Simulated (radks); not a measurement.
Question: W4+, 70 electrons, occupied as [Xe] 4f14 5d2. All-electron calculation, Dirac Kohn-Sham, BLYP, spin-unpolarised, spherical densities, finite nucleus; open shells are shared between the two j in proportion to 2j + 1; Fermi nuclear charge, rms radius 5.3658 fm. Program: a radial shooting solver on a logarithmic mesh with Libxc functionals. Some entries of the table are withheld. Estimate them.

| orbital | occ. | eigenvalue (eV) | <r> (bohr) |
|---|---|---|---|
| 1s1/2 | 2 | -69422.63 | 0.01835 |
| 2s1/2 | 2 | -12010.93 | 0.07695 |
| 2p1/2 | 2 | -11490.80 | (1) |
| 2p3/2 | 4 | -10137.69 | (2) |
| 3s1/2 | 2 | -2799.190 | 0.2006 |
| 3p1/2 | 2 | -2566.879 | 0.1905 |
| 3p3/2 | 4 | -2274.302 | 0.2053 |
| 3d3/2 | 4 | (3) | 0.1796 |
| 3d5/2 | 6 | (4) | 0.1842 |
| 4s1/2 | 2 | -611.6072 | 0.4495 |
| 4p1/2 | 2 | -515.1659 | 0.4546 |
| 4p3/2 | 4 | -447.3258 | 0.4879 |
| 4d3/2 | 4 | -288.6768 | 0.5048 |
| 4d5/2 | 6 | -276.1774 | 0.5162 |
| 5s1/2 | 2 | -121.7192 | 1.060 |
| 5p1/2 | 2 | (5) | 1.158 |
| 5p3/2 | 4 | (6) | 1.252 |
| 4f5/2 | 6 | -77.6333 | (7) |
| 4f7/2 | 8 | -75.3870 | (8) |
| 5d3/2 | 0.8 | -44.0706 | 1.651 |
| 5d5/2 | 1.2 | -42.9965 | 1.690 |

Answer: 
(1) 2p1/2 <r> (bohr): 0.06365
(2) 2p3/2 <r> (bohr): 0.07160
(3) 3d3/2 eigenvalue (eV): -1882.004
(4) 3d5/2 eigenvalue (eV): -1818.364
(5) 5p1/2 eigenvalue (eV): -92.7679
(6) 5p3/2 eigenvalue (eV): -82.5279
(7) 4f5/2 <r> (bohr): 0.6001
(8) 4f7/2 <r> (bohr): 0.6094
